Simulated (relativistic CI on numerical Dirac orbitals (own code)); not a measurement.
## Slater and spin-orbit integrals, Cs XLI

Computed by Dirac-Coulomb-Breit CI, KLI orbitals optimised for each configuration, model QED (radiative potential, 1s self-energy scaled to tabulated hydrogen-like ionisation energies), unscaled Slater integrals (own radial code, finite nucleus).

Slater integrals F^k, G^k are unscaled and averaged over j, outside the closed core [Ne]; ζ comes from projecting the Hamiltonian with its Breit term on Σ l·s of the shell.

- 3s2 3p3: F^2(3p,3p) = 377550, ζ(3p) = 472320 cm⁻¹; <r>(3p) = 0.2613, <r^2>(3p) = 0.07885 (bohr units).
- 3s 3p4: F^2(3p,3p) = 377320, G^1(3s,3p) = 475760, ζ(3p) = 472150 cm⁻¹; <r>(3s) = 0.2694, <r^2>(3s) = 0.0827, <r>(3p) = 0.2615, <r^2>(3p) = 0.07895 (bohr units).
- 3s2 3p2 3d: F^2(3p,3p) = 377180, ζ(3p) = 471750, F^2(3p,3d) = 379650, G^1(3p,3d) = 395910, G^3(3p,3d) = 267390, ζ(3d) = 63076 cm⁻¹; <r>(3p) = 0.2616, <r^2>(3p) = 0.07901, <r>(3d) = 0.2309, <r^2>(3d) = 0.0615 (bohr units).

Averages of the first 10 configurations, taken without configuration mixing, which lowers the lowest level and can move excited configurations by several eV; other configurations of the list can lie among them:

```json
{"Configuration": "3s2 3p3", "Parity": "odd", "States": "20", "Average energy above the lowest level (eV)": "93.5"}
{"Configuration": "3s 3p4", "Parity": "even", "States": "30", "Average energy above the lowest level (eV)": "273.6"}
{"Configuration": "3s2 3p2 3d", "Parity": "even", "States": "150", "Average energy above the lowest level (eV)": "296.4"}
{"Configuration": "3p5", "Parity": "odd", "States": "6", "Average energy above the lowest level (eV)": "470.0"}
{"Configuration": "3s 3p3 3d", "Parity": "odd", "States": "400", "Average energy above the lowest level (eV)": "469.5"}
{"Configuration": "3p4 3d", "Parity": "even", "States": "150", "Average energy above the lowest level (eV)": "659.0"}
{"Configuration": "3s 3p2 3d2", "Parity": "even", "States": "1350", "Average energy above the lowest level (eV)": "671.7"}
{"Configuration": "3s2 3p 3d 4p", "Parity": "even", "States": "360", "Average energy above the lowest level (eV)": "1677.6"}
{"Configuration": "3p4 4s", "Parity": "even", "States": "30", "Average energy above the lowest level (eV)": "1768.6"}
{"Configuration": "3s 3p2 3d 4s", "Parity": "even", "States": "600", "Average energy above the lowest level (eV)": "1772.1"}
```
